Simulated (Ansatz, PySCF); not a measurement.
System: sum formula BN2H5, net charge 0, singlet state. SMILES: NBN
Coordinates optimised at B3LYP-D3(BJ)/def2-TZVP (Ansatz, an electronic-structure program):
```
B
N 1 1.4120
H 2 1.0034 1 122.04
H 2 1.0060 3 113.52 1 -180.00
N 1 1.4120 2 122.86 3 -180.00
H 5 1.0034 1 122.04 2 -180.00
H 5 1.0060 6 113.52 1 -180.00
H 1 1.1954 2 118.57 3 0.00
```
Charge 0, spin multiplicity 1.

Property: vertical triplet-singlet gap (E(triplet) - E(singlet); each state is the SCF solution reached for its spin; the UHF <S^2> is 2.17 for the triplet (pure: 2.00); for the triplet the Hartree-Fock reference is unstable and T1 is 0.041), in kcal/mol. Cores are frozen in the correlated levels unless marked. UHF or UKS for open shells. Spin-orbit coupling is left out. No relativistic terms. 

```
level                 program  vertical triplet-singlet gap (kcal/mol)
--------------------  -------  ---------------------------------------
HF/aug-cc-pVQZ         Ansatz                                    118.1
RI-HF/aug-cc-pVTZ      Ansatz                                    118.1
SVWN5/def2-TZVPD       Ansatz                                    128.7
PBE/def2-TZVPD         Ansatz                                    125.0
r2SCAN/def2-TZVPD      Ansatz                                    129.2
B3LYP/def2-TZVPD       Ansatz                                    130.0
PBE0/def2-TZVPD        Ansatz                                    131.8
BHLYP/def2-TZVPD       Ansatz                                    135.5
M06-2X/def2-TZVPD       PySCF                                    143.6
CAM-B3LYP/def2-TZVPD   Ansatz                                    137.5
wB97M-V/def2-TZVPD     Ansatz                                    142.3
wB97X-V/def2-TZVPD     Ansatz                                    144.2
B2PLYP/def2-TZVPD      Ansatz                                    135.7
RI-MP2/aug-cc-pVTZ     Ansatz                                    145.7
RI-MP2/aug-cc-pVQZ     Ansatz                                    147.0
CCSD/aug-cc-pVDZ       Ansatz                                    132.9
CCSD/aug-cc-pVTZ       Ansatz                                    136.0
CCSD(T)/aug-cc-pVDZ    Ansatz                                    131.2
CCSD(T)/aug-cc-pVTZ    Ansatz                                    134.5
```
